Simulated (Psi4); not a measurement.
CH₄Cl₂OSn (SMILES [CH3][Sn]([OH])([Cl])[Cl]), singlet, at a GFN2-xTB geometry (such geometries of metal compounds can be far from the true shape) (core potentials on Sn); PBE/def2-SV(P) run with Psi4.

Input for Psi4:
```
memory 2 GB

molecule {
0 1
  C     2.15285455   -1.02122552   -0.08713899
  Sn    0.13057610   -0.19100717   -0.07455816
  O    -1.01528858   -1.49310047   -1.02489361
  Cl   -0.13987354    1.81572092   -1.19944321
  Cl   -0.84458512    0.08913505    2.00964870
  H     2.35023210   -1.43752750    0.89320486
  H     2.84384792   -0.21891324   -0.31732511
  H     2.17286336   -1.78974799   -0.84980965
  H    -1.95476939   -1.31384704   -1.04967237
}

set basis def2-sv(p)

energy('pbe')
print_variables()
```

Question: What does Psi4 print? Leave out banner, timings and long lists.

Answer: 
```
   => Loading Basis Set <=

    Name: DEF2-SV(P)
    Role: ORBITAL
    Keyword: BASIS

    !!!  WARNING: ECP capability is in beta. Please check occupations closely.  !!!

         ---------------------------------------------------------
                                   SCF
               by Justin Turney, Rob Parrish, Andy Simmonett
                          and Daniel G. A. Smith
                              RKS Reference
         ---------------------------------------------------------

  ==> Geometry <==

    Molecular point group: c1
    Full point group: C1

    Geometry (in Angstrom), charge = 0, multiplicity = 1:

       Center              X                  Y                   Z               Mass
    ------------   -----------------  -----------------  -----------------  -----------------
         C            2.169620079947    -1.033730554947    -0.089931465557    12.000000000000
         SN           0.147341629947    -0.203512204947    -0.077350635557   119.902201630000
         O           -0.998523050053    -1.505605504947    -1.027686085557    15.994914619570
         CL          -0.123108010053     1.803215885053    -1.202235685557    34.968852682000
         CL          -0.827819590053     0.076630015053     2.006856224443    34.968852682000
         H            2.366997629947    -1.450032534947     0.890412384443     1.007825032230
         H            2.860613449947    -0.231418274947    -0.320117585557     1.007825032230
         H            2.189628889947    -1.802253024947    -0.852602125557     1.007825032230
         H           -1.938003860053    -1.326352074947    -1.052464845557     1.007825032230

  Running in c1 symmetry.

  Rotational constants: A =      0.06324  B =      0.05045  C =      0.04039 [cm^-1]
  Rotational constants: A =   1895.83641  B =   1512.37506  C =   1210.84564 [MHz]
  Nuclear repulsion =  422.934413252065553

  Charge       = 0
  Multiplicity = 1
  Electrons    = 74
  Nalpha       = 37
  Nbeta        = 37

  ==> Algorithm <==

  SCF Algorithm Type is DF.
  DIIS enabled.
  MOM disabled.
  Fractional occupation disabled.
  Guess Type is SAD.
  Energy threshold   = 1.00e-06
  Density threshold  = 1.00e-06
  Integral threshold = 1.00e-12

  ==> Primary Basis <==

  Basis Set: DEF2-SV(P)
    Blend: DEF2-SV(P)
    Number of shells: 46
    Number of basis functions: 98
    Number of Cartesian functions: 104
    Spherical Harmonics?: true
    Max angular momentum: 2

  Core potential: DEF2-SV(P)
    Number of shells: 4
    Number of ECP primitives: 18
    Number of ECP core electrons: 28
    Max angular momentum: 3

  ==> DFT Potential <==

   => LibXC <=

    Version 7.1.2
    S. Lehtola, C. Steigemann, M. J. T. Oliveira, and M. A. L. Marques,  SoftwareX 7, 1–5 (2018) (10.1016/j.softx.2017.11.002)

   => Composite Functional: PBE <=

    PBE GGA Exchange-Correlation Functional

    J.P. Perdew et. al., Phys. Rev. Lett., 77(18), 3865-3868, 1996

    Deriv               =              1
    GGA                 =           TRUE
    Meta                =          FALSE

    Exchange Hybrid     =          FALSE
    MP2 Hybrid          =          FALSE

   => Exchange Functionals <=

    1.0000     XC_GGA_X_PBE

   => Correlation Functionals <=

    1.0000     XC_GGA_C_PBE

   => LibXC Density Thresholds  <==

    XC_GGA_C_PBE:  1.00E-12
    XC_GGA_X_PBE:  1.00E-15

   => Molecular Quadrature <=

    Radial Scheme          =       TREUTLER
    Pruning Scheme         =           NONE
    Nuclear Scheme         =       TREUTLER

    Blocking Scheme        =         OCTREE
    BS radius alpha        =              1
    Pruning alpha          =              1
    Radial Points          =             75
    Spherical Points       =            302
    Total Points           =         192834
    Total Blocks           =           1490
    Max Points             =            256
    Max Functions          =             94
    Weights Tolerance      =       1.00E-15

   => Loading Basis Set <=

    Name: (DEF2-SV(P) AUX)
    Role: JKFIT
    Keyword: DF_BASIS_SCF

  ==> Integral Setup <==

  SCF_SUBTYPE=INCORE selected. In-core MEM_DF algorithm will be used.
  Using in-core AOs.

  ==> MemDFJK: Density-Fitted J/K Matrices <==

    J tasked:                   Yes
    K tasked:                    No
    wK tasked:                   No
    Algorithm:                 Core
    Schwarz Cutoff:           1E-12
    Mask sparsity (%):       4.8938
    Fitting Condition:        1E-10

   => Auxiliary Basis Set <=

  Basis Set: (DEF2-SV(P) AUX)
    Blend: DEF2-UNIVERSAL-JKFIT
    Number of shells: 196
    Number of basis functions: 698
    Number of Cartesian functions: 881
    Spherical Harmonics?: true
    Max angular momentum: 5

  Minimum eigenvalue in the overlap matrix is 1.4009974798E-02.
  Reciprocal condition number of the overlap matrix is 2.7698300658E-03.
    Using symmetric orthogonalization.

  ==> Pre-Iterations <==

  SCF Guess: Superposition of Atomic Densities via on-the-fly atomic UHF (no occupation information).

   -------------------------
    Irrep   Nso     Nmo
   -------------------------
     A         98      98
   -------------------------
    Total      98      98
   -------------------------

  ==> Iterations <==

                           Total Energy        Delta E     RMS |[F,P]|

   @DF-RKS iter SAD: -1248.14514664193462   -1.24815e+03   0.00000e+00
   @DF-RKS iter   1: -1249.06843270040804   -9.23286e-01   1.10768e-02 DIIS/ADIIS
   @DF-RKS iter   2: -1246.10603147157963    2.96240e+00   2.50022e-02 DIIS/ADIIS
   @DF-RKS iter   3: -1249.42085864868000   -3.31483e+00   6.05719e-03 DIIS/ADIIS
   @DF-RKS iter   4: -1249.56834463592281   -1.47486e-01   3.49254e-03 DIIS/ADIIS
   @DF-RKS iter   5: -1249.61901128590216   -5.06666e-02   9.77853e-04 DIIS/ADIIS
   @DF-RKS iter   6: -1249.62437685489135   -5.36557e-03   2.46902e-04 DIIS/ADIIS
   @DF-RKS iter   7: -1249.62466361784959   -2.86763e-04   5.89553e-05 DIIS
   @DF-RKS iter   8: -1249.62467816497383   -1.45471e-05   2.14441e-05 DIIS
   @DF-RKS iter   9: -1249.62468083396379   -2.66899e-06   2.93862e-06 DIIS
   @DF-RKS iter  10: -1249.62468087579191   -4.18281e-08   5.81386e-07 DIIS
  Energy and wave function converged.

  ==> Post-Iterations <==

   Electrons on quadrature grid:
      Ntotal   =   74.0000580394 ; deviation = 5.804e-05

    Orbital Energies [Eh]
    ---------------------

    Doubly Occupied:

       1A   -100.631254     2A   -100.630816     3A    -18.750152
       4A     -9.925887     5A     -9.166450     6A     -9.166044
       7A     -6.995246     8A     -6.994840     9A     -6.987451
      10A     -6.987344    11A     -6.987020    12A     -6.986960
      13A     -4.940701    14A     -3.323551    15A     -3.322235
      16A     -3.319029    17A     -0.997000    18A     -0.991740
      19A     -0.986652    20A     -0.983461    21A     -0.983291
      22A     -0.865896    23A     -0.737963    24A     -0.721964
      25A     -0.650725    26A     -0.478749    27A     -0.409142
      28A     -0.398497    29A     -0.389070    30A     -0.340087
      31A     -0.322859    32A     -0.301208    33A     -0.279691
      34A     -0.278451    35A     -0.273454    36A     -0.268508
      37A     -0.252040

    Virtual:

      38A     -0.090856    39A     -0.014227    40A     -0.001392
      41A      0.020443    42A      0.056028    43A      0.083539
      44A      0.089730    45A      0.095544    46A      0.163912
      47A      0.190903    48A      0.224629    49A      0.250560
      50A      0.279753    51A      0.293805    52A      0.388319
      53A      0.396869    54A      0.443903    55A      0.482939
      56A      0.498885    57A      0.551536    58A      0.572163
      59A      0.608235    60A      0.626253    61A      0.628504
      62A      0.639712    63A      0.640444    64A      0.709460
      65A      0.717946    66A      0.721223    67A      0.722856
      68A      0.724152    69A      0.750409    70A      0.759811
      71A      0.775844    72A      0.796464    73A      0.846185
      74A      0.849345    75A      0.872715    76A      0.903758
      77A      0.944796    78A      0.956833    79A      1.004604
      80A      1.048736    81A      1.125569    82A      1.207414
      83A      1.226386    84A      1.330370    85A      1.610210
      86A      1.626360    87A      1.899874    88A      2.054580
      89A      2.057053    90A      2.503582    91A      2.538686
      92A      2.574066    93A      2.698094    94A      2.931762
      95A     14.906539    96A     15.074280    97A     15.135177
      98A     51.731907

    Final Occupation by Irrep:
              A
    DOCC [    37 ]
    NA   [    37 ]
    NB   [    37 ]

  @DF-RKS Final Energy: -1249.62468087579191

   => Energetics <=

    Nuclear Repulsion Energy =            422.9344132520655535
    One-Electron Energy =               -2647.7902008151518203
    Two-Electron Energy =                1064.8379573171928314
    DFT Exchange-Correlation Energy =     -89.6068506298983749
    Empirical Dispersion Energy =           0.0000000000000000
    VV10 Nonlocal Energy =                  0.0000000000000000
    Total Energy =                      -1249.6246808757919098

Computation Completed

Properties will be evaluated at   0.000000,   0.000000,   0.000000 [a0]

Properties computed using the SCF density matrix

 Multipole Moments:

 ------------------------------------------------------------------------------------
     Multipole            Electronic (a.u.)      Nuclear  (a.u.)        Total (a.u.)
 ------------------------------------------------------------------------------------

 L = 1.  Multiply by 2.5417464519 to convert [e a0] to [Debye]
 Dipole X            :          5.2071687           -4.5645978            0.6425709
 Dipole Y            :         -8.7627498            8.3579346           -0.4048152
 Dipole Z            :         -3.5855650            3.5545475           -0.0310175
 Magnitude           :                                                    0.7600887

 ------------------------------------------------------------------------------------

  Variable Map:
  ----------------------------------------------------------------------------
  "CURRENT ENERGY"              =>   -1249.624680875792
  "CURRENT REFERENCE ENERGY"    =>   -1249.624680875792
  "DD SOLVATION ENERGY"         =>       0.000000000000
  "DFT FUNCTIONAL TOTAL ENERGY" =>   -1249.624680875792
  "DFT TOTAL ENERGY"            =>   -1249.624680875792
  "DFT VV10 ENERGY"             =>       0.000000000000
  "DFT XC ENERGY"               =>     -89.606850629898
  "GRID ELECTRONS ALPHA"        =>      37.000029019689
  "GRID ELECTRONS BETA"         =>      37.000029019689
  "GRID ELECTRONS TOTAL"        =>      74.000058039379
  "NUCLEAR REPULSION ENERGY"    =>     422.934413252066
  "ONE-ELECTRON ENERGY"         =>   -2647.790200815152
  "PCM POLARIZATION ENERGY"     =>       0.000000000000
  "PE ENERGY"                   =>       0.000000000000
  "SCF ITERATION ENERGY"        =>   -1249.624680875792
  "SCF ITERATIONS"              =>      10.000000000000
  "SCF TOTAL ENERGY"            =>   -1249.624680875792
  "TWO-ELECTRON ENERGY"         =>    1064.837957317193
  "XC GRID RADIAL POINTS"       =>      75.000000000000
  "XC GRID SPHERICAL POINTS"    =>     302.000000000000
  "XC GRID TOTAL POINTS"        =>  192834.000000000000

  Array Variable Map:
  ----------------------------------------------------------------------------
  "CURRENT DIPOLE"              =>       0.642570899175 ... -0.031017461157 1 by 3
  "SCF DIPOLE"                  =>       0.642570899175 ... -0.031017461157 1 by 3
  "SCF TOTAL ENERGIES"          =>   -1248.145146641935 ... -1249.624680875792 1 by 11
```
